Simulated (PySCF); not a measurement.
Results of a calculation; reference values are marked as such.
## CH10BSi3

The system: CH10BSi3, a small molecule (built as: Si site whose three back bonds go to SiH3, CH3, BHSiH3); neutral, doublet. The structure, one conformer, was relaxed in the gas phase by PBE0-D3(BJ)/def2-SVP. No frequency run checks that it is a minimum.

SMILES: C[Si]([SiH3])B[SiH3]

Coordinates in Å:
```
Si1    -0.460    0.545   -0.088
Si2    -1.657   -1.352    0.584
C3     -1.598    2.012   -0.384
B4      1.451    0.607   -0.334
Si5     2.652   -0.971   -0.041
H6     -0.749   -2.394    1.145
H7     -2.666   -0.959    1.618
H8     -2.404   -1.926   -0.581
H9     -2.140    2.275    0.539
H10    -1.025    2.889   -0.720
H11    -2.355    1.771   -1.148
H12     1.928    1.665   -0.683
H13     1.924   -2.225    0.337
H14     3.444   -1.275   -1.279
H15     3.644   -0.688    1.050
```

EPR values by unrestricted B3LYP, IGLO-III on B C Si, pcH-1 on H.

(1) Predict g and the largest hyperfine couplings. Where does the spin sit?

(2) How do the isotropic couplings move with BHandHLYP?

Answers

(1) g = 2.0022, 2.0025, 2.0056. The spin sits on Si1 (74 %, bonded to 1 B + 1 C + 1 Si), B4 (29 %, bonded to 2 Si + 1 H) by Mulliken populations.
```
atom  isotope  isotropic (MHz)  dipolar, principal values (MHz)
 Si1     29Si            -62.1               -121.1, 59.0, 62.1
  H9       1H             33.0                  -2.4, -1.5, 3.9
 H11       1H             32.0                  -2.4, -1.5, 3.8
  B4      11B              4.3               -15.3, -15.0, 30.3
  H8       1H             30.9                  -1.5, -0.9, 2.4
 H15       1H             29.2                  -1.4, -1.0, 2.4
```

(2) Si1 -62.1 to -80.2 MHz, H9 33.0 to 33.1 MHz, H11 32.0 to 32.2 MHz, B4 4.3 to -4.0 MHz.

The 2 runs behind this took 3.1 min in all, one thread each of Intel Xeon Platinum 8259CL on a shared host, launched as `OMP_NUM_THREADS=1 python cluster_run.py task.json out`.
